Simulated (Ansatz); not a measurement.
ClF2H2NSi, SMILES `N[Si](F)(F)Cl`, relaxed with RKS PBE0-D4/def2-TZVP in Ansatz 0.2.0 from a PBE-D4/def2-SVP geometry. The force threshold is 0.005 eV/Å; the program also tests the step.

Total charge 0; spin multiplicity 1.

Start:

```xyz
7

N    -1.048   -0.276    0.262
Si    0.483    0.264   -0.249
F     0.628   -0.051   -1.830
F     0.587    1.860   -0.002
Cl    2.130   -0.564    0.671
H    -1.388   -0.046    1.198
H    -1.391   -1.187   -0.050
```

By how much does the energy fall, and how many steps does the optimiser take? (Estimate.)

Ansatz gave: 9.24 kJ/mol, in 8 steps.

Which bonds change most? (Estimate.)

Computed: Si2–F4 from 1.619 to 1.577 Å; Si2–F3 from 1.619 to 1.577 Å; Si2–Cl5 from 2.060 to 2.031 Å; N1–Si2 from 1.702 to 1.677 Å.

Give the relaxed structure. (Best estimate.)

The calculation gave: 
```xyz
7

N    -1.016   -0.292    0.267
Si    0.482    0.259   -0.249
F     0.622   -0.029   -1.792
F     0.569    1.811    0.012
Cl    2.113   -0.562    0.638
H    -1.402    0.001    1.149
H    -1.369   -1.188   -0.025
```
